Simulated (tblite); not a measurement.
A geometry optimisation, step by step.

C₇H₆ClN.
Numbering: `[CH2:1]=[N:2][c:3]1[cH:4][cH:5][cH:6][c:7]([Cl:8])[cH:9]1` (hydrogens: H10, H11 on C1; H12 on C4; H13 on C5; H14 on C6; H15 on C9)

Computed with GFN2-xTB (tblite), gas phase: L-BFGS steps from a force-field or distance-geometry start until the largest atomic force falls under 0.01 eV/Å. 7 of its 85 geometries are shown.

Step 0: E = -693.2231 eV, largest atomic force 2.598 eV/Å
```
atom  x, y, z in Å  |  force x, y, z in eV/Å
C1     -2.760    0.413    0.069    0.241  -0.092  -1.632
N2     -1.915    0.231   -0.885   -0.760   0.243   2.472
C3     -0.574    0.033   -0.462   -0.364   0.249  -0.498
C4     -0.093   -1.248   -0.260    0.483  -0.931   0.277
C5      1.231   -1.457    0.149   -0.465   0.670  -0.325
C6      2.072   -0.360    0.310    0.309  -0.188   0.109
C7      1.594    0.931    0.079   -0.216  -0.570  -0.029
Cl8     2.646    2.284    0.290   -0.050  -0.033  -0.024
C9      0.277    1.127   -0.309   -0.031   0.614  -0.070
H10    -3.833    0.571   -0.177    0.974  -0.152   0.059
H11    -2.507    0.430    1.141    0.001  -0.025  -0.401
H12    -0.753   -2.112   -0.397    0.237   0.453   0.057
H13     1.599   -2.462    0.317   -0.072   0.194  -0.015
H14     3.114   -0.515    0.613   -0.495   0.142  -0.123
H15    -0.103    2.141   -0.500    0.207  -0.574   0.144
```

Step 14: E = -693.3757 eV, largest atomic force 0.167 eV/Å
```
atom  x, y, z in Å  |  force x, y, z in eV/Å
C1     -2.792    0.422    0.076   -0.064   0.015  -0.010
N2     -1.890    0.227   -0.767   -0.048  -0.008  -0.146
C3     -0.561    0.030   -0.438   -0.082   0.033   0.142
C4     -0.073   -1.262   -0.254   -0.004   0.015   0.012
C5      1.244   -1.452    0.113    0.037   0.060  -0.009
C6      2.090   -0.368    0.282    0.029   0.028   0.041
C7      1.607    0.911    0.051    0.017  -0.033   0.040
Cl8     2.642    2.282    0.271    0.003  -0.079  -0.026
C9      0.290    1.126   -0.309   -0.009  -0.018   0.008
H10    -3.806    0.566   -0.272    0.029  -0.006  -0.031
H11    -2.628    0.457    1.155   -0.014   0.011   0.036
H12    -0.749   -2.095   -0.372    0.026  -0.022   0.015
H13     1.608   -2.454    0.292    0.019   0.050  -0.022
H14     3.106   -0.506    0.616    0.032  -0.016  -0.066
H15    -0.092    2.123   -0.466    0.029  -0.031   0.018
```

Step 28: E = -693.3955 eV, largest atomic force 0.074 eV/Å
```
atom  x, y, z in Å  |  force x, y, z in eV/Å
C1     -2.848    0.437    0.040   -0.001   0.001  -0.027
N2     -1.884    0.216   -0.725   -0.022   0.000   0.032
C3     -0.572    0.028   -0.337    0.022   0.002  -0.071
C4     -0.066   -1.264   -0.189    0.005  -0.005   0.023
C5      1.267   -1.453    0.112    0.010   0.018  -0.006
C6      2.119   -0.371    0.262    0.035  -0.006  -0.034
C7      1.618    0.907    0.075    0.014  -0.007  -0.026
Cl8     2.680    2.268    0.212   -0.031  -0.026   0.013
C9      0.287    1.121   -0.229    0.010   0.001   0.023
H10    -3.825    0.568   -0.402   -0.039   0.006  -0.010
H11    -2.782    0.506    1.129    0.024   0.005  -0.011
H12    -0.727   -2.109   -0.310   -0.026   0.022   0.017
H13     1.650   -2.456    0.228    0.002   0.022   0.026
H14     3.160   -0.513    0.501    0.034  -0.017   0.007
H15    -0.083    2.122   -0.390   -0.038  -0.015   0.042
```

Step 42: E = -693.3994 eV, largest atomic force 0.014 eV/Å
```
atom  x, y, z in Å  |  force x, y, z in eV/Å
C1     -2.854    0.443    0.021    0.000   0.002   0.003
N2     -1.881    0.208   -0.726   -0.001  -0.003   0.004
C3     -0.571    0.025   -0.330   -0.005  -0.005   0.003
C4     -0.064   -1.266   -0.175    0.003   0.003  -0.003
C5      1.274   -1.453    0.110   -0.001  -0.005   0.005
C6      2.132   -0.373    0.234   -0.001  -0.005  -0.004
C7      1.623    0.904    0.068   -0.006  -0.002   0.003
Cl8     2.677    2.267    0.215    0.003   0.010   0.009
C9      0.285    1.119   -0.206   -0.006  -0.007  -0.003
H10    -3.828    0.567   -0.433    0.000   0.001  -0.003
H11    -2.800    0.528    1.109    0.005   0.011   0.000
H12    -0.731   -2.109   -0.273    0.006   0.009  -0.003
H13     1.656   -2.454    0.240    0.002  -0.004  -0.001
H14     3.178   -0.518    0.453    0.004   0.003  -0.003
H15    -0.098    2.120   -0.329   -0.003  -0.008  -0.006
```

Step 56: E = -693.4021 eV, largest atomic force 0.143 eV/Å
```
atom  x, y, z in Å  |  force x, y, z in eV/Å
C1     -2.837    0.494    0.017    0.012   0.002  -0.009
N2     -1.892    0.131   -0.718   -0.121   0.013   0.076
C3     -0.578   -0.023   -0.330   -0.006   0.042  -0.016
C4     -0.051   -1.306   -0.184    0.049   0.030   0.016
C5      1.292   -1.465    0.091    0.056  -0.003   0.022
C6      2.132   -0.371    0.221    0.002   0.036   0.014
C7      1.597    0.900    0.086    0.036   0.015  -0.018
Cl8     2.618    2.287    0.293   -0.066  -0.086  -0.049
C9      0.256    1.087   -0.196    0.041   0.018   0.019
H10    -3.821    0.584   -0.422    0.010   0.005  -0.014
H11    -2.753    0.720    1.086    0.042  -0.002  -0.065
H12    -0.712   -2.154   -0.275    0.048  -0.017  -0.015
H13     1.706   -2.453    0.214   -0.028  -0.074  -0.022
H14     3.184   -0.503    0.423   -0.062   0.025   0.020
H15    -0.145    2.080   -0.328   -0.015  -0.003   0.042
```

Step 70: E = -693.4307 eV, largest atomic force 0.077 eV/Å
```
atom  x, y, z in Å  |  force x, y, z in eV/Å
C1     -2.788    0.632   -0.019    0.015   0.009   0.003
N2     -1.950   -0.084   -0.616   -0.003   0.033   0.028
C3     -0.611   -0.148   -0.280    0.009   0.007  -0.001
C4     -0.003   -1.401   -0.201    0.004   0.000  -0.004
C5      1.352   -1.497    0.043    0.002  -0.017   0.016
C6      2.129   -0.360    0.210   -0.026  -0.009   0.028
C7      1.519    0.881    0.133   -0.018  -0.009  -0.027
Cl8     2.470    2.311    0.353   -0.017  -0.007  -0.016
C9      0.163    1.002   -0.114   -0.020   0.012   0.004
H10    -3.803    0.650   -0.389   -0.003  -0.008  -0.010
H11    -2.573    1.231    0.871    0.004   0.001  -0.001
H12    -0.612   -2.285   -0.309    0.015   0.013  -0.046
H13     1.807   -2.474    0.094    0.066   0.011   0.038
H14     3.188   -0.425    0.405   -0.014  -0.047  -0.025
H15    -0.292    1.976   -0.202   -0.013   0.011   0.011
```

Step 84: E = -693.4334 eV, largest atomic force 0.008 eV/Å
```
atom  x, y, z in Å  |  force x, y, z in eV/Å
C1     -2.783    0.639   -0.016   -0.001   0.001  -0.003
N2     -1.953   -0.091   -0.608    0.006   0.005   0.000
C3     -0.612   -0.153   -0.279    0.003   0.004  -0.001
C4      0.001   -1.406   -0.212   -0.001  -0.002  -0.006
C5      1.352   -1.500    0.050   -0.002   0.000   0.002
C6      2.123   -0.360    0.219    0.001   0.002   0.000
C7      1.513    0.880    0.130   -0.002  -0.002   0.007
Cl8     2.463    2.314    0.331   -0.003  -0.005  -0.003
C9      0.156    0.999   -0.106    0.004   0.001  -0.003
H10    -3.800    0.655   -0.381   -0.005  -0.001  -0.001
H11    -2.559    1.251    0.862    0.000   0.004   0.007
H12    -0.603   -2.289   -0.349   -0.004  -0.005   0.000
H13     1.820   -2.471    0.113    0.003  -0.001   0.003
H14     3.181   -0.432    0.411    0.002   0.006  -0.003
H15    -0.303    1.973   -0.187   -0.002  -0.007   0.001
```

**Question.** Summarise the path.

**Answer.** The energy falls by 4.85 kcal/mol from step 0 to step 84; nine tenths of that is first reached at step 62. It rises by more than 0.2 meV at step 59. The largest force goes from 2.598 to 0.008 eV/Å. Among the bonds N2–C3 changes most, from 1.420 to 1.382 Å; the atoms move by 0.334 Å rms after alignment.

**Question.** Follow the three bonds and two angles with the largest change from start to end.

**Answer.** 
```
step  E above end (kcal/mol)  largest force (eV/Å)  N2–C3 (Å)  C1=N2 (Å)  C1–H10 (Å)  C1–N2–C3 (°)  C5–C4–H12 (°)
   0                    4.85                 2.598      1.420      1.287       1.113         114.8          119.2
   4                    1.86                 0.282      1.394      1.253       1.080         119.7          120.5
   7                    1.65                 0.132      1.388      1.251       1.081         120.2          120.9
  11                    1.47                 0.132      1.386      1.251       1.078         121.4          121.2
  15                    1.28                 0.150      1.384      1.250       1.083         124.1          121.4
  18                    1.14                 0.126      1.386      1.252       1.080         124.1          121.0
  22                    1.01                 0.102      1.382      1.250       1.082         125.9          120.5
  26                    0.91                 0.071      1.383      1.251       1.083         125.6          120.4
  29                    0.86                 0.060      1.380      1.249       1.080         126.1          120.7
  33                    0.81                 0.045      1.380      1.249       1.082         126.4          121.2
  37                    0.79                 0.034      1.380      1.250       1.082         126.1          120.9
  40                    0.79                 0.020      1.380      1.249       1.082         126.5          120.8
  44                    0.78                 0.024      1.380      1.249       1.081         126.3          120.8
  47                    0.78                 0.021      1.380      1.249       1.082         126.4          120.7
  51                    0.77                 0.028      1.380      1.249       1.082         126.5          120.9
  55                    0.74                 0.103      1.380      1.251       1.082         126.1          121.4
  58                    0.66                 0.281      1.379      1.253       1.080         125.8          121.6
  62                    0.46                 0.183      1.381      1.253       1.081         125.3          121.3
  66                    0.22                 0.345      1.381      1.258       1.081         123.8          120.3
  69                    0.07                 0.112      1.382      1.255       1.080         123.9          120.9
  73                    0.02                 0.061      1.382      1.253       1.081         123.9          121.2
  77                    0.01                 0.025      1.382      1.254       1.080         123.8          121.1
  80                    0.00                 0.017      1.382      1.254       1.081         123.9          121.2
  84                    0.00                 0.008      1.382      1.254       1.080         123.8          121.1
```

What follows is the cost of the whole relaxation. Time: 0.92 s wall. Hardware: one thread of an Intel Xeon at 2.70 GHz, no GPU, shared host.
